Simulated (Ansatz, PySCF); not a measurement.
Energy difference R1 + R2 → P1, each structure at its B3LYP-D3(BJ)/def2-TZVP stationary point, reached from a drawn start (curvature not checked).
R1, CoO (SMILES [O]=[Co]) (charge 0, multiplicity 4):
```xyz
2

Co    -0.0091    -0.0184    -0.8113
O      0.0091     0.0184     0.8113
```
P1, CoH2O2 (SMILES [OH][Co][OH]) (charge 0, multiplicity 4):
```xyz
5

Co     0.000     0.000     0.000
O      1.751    -0.109     0.084
H      2.336    -0.765     0.464
O     -1.751     0.109    -0.083
H     -2.336     0.764    -0.465
```
R2: H2O (SMILES O), charge 0, multiplicity 1.

```tsv
level	reaction energy (eV)
BLYP/def2-TZVPP	-2.466
BLYP-D3(BJ)/def2-TZVPP	-2.530
BLYP-D4/def2-TZVPP	-2.515
revPBE/def2-TZVPP	-2.398
r2SCAN-D4/def2-TZVPP	-3.029
PBE0-D4/def2-TZVPP	-3.288
BHLYP-D4/def2-TZVPP	-3.995
M06-2X/def2-TZVPP	-4.172
CAM-B3LYP-D4/def2-TZVPP	-3.384
wB97X-V/def2-TZVPP	-3.389
SCS-MP2/def2-SVP	-4.992
CCSD/def2-SVP	-4.627
CCSD/def2-TZVPP	-4.720
CCSD(T)/CBS(def2-TZVPP, def2-QZVPP)	-4.951
```

P less R. No zero-point or thermal terms; singlets are restricted closed shells; open shells are unrestricted; no spin–orbit coupling. The spin states of the d-block species are the ones drawn and need not be the lowest.

Correlated levels freeze the cores. CBS: X⁻³ extrapolation of the correlation energy, Hartree–Fock from the larger set.

Doubts at one or more of the structures used: a spin-contaminated determinant (BHLYP-D4/def2-TZVPP, SCS-MP2/def2-SVP, CCSD/def2-SVP, CCSD/def2-TZVPP, CCSD(T)/CBS(def2-TZVPP, def2-QZVPP)); a doubt about the state reached (CCSD/def2-SVP, CCSD/def2-TZVPP, CCSD(T)/CBS(def2-TZVPP, def2-QZVPP)); T1 above 0.05 (CCSD/def2-SVP, CCSD/def2-TZVPP, CCSD(T)/CBS(def2-TZVPP, def2-QZVPP)).

Programs: Ansatz (Gaussian basis) for Hartree–Fock, density functionals and correlated methods; PySCF for M06-2X and the D3/D4 terms. Each number belongs to the level named beside it.

Ansatz is a quantum-chemistry and plane-wave program.
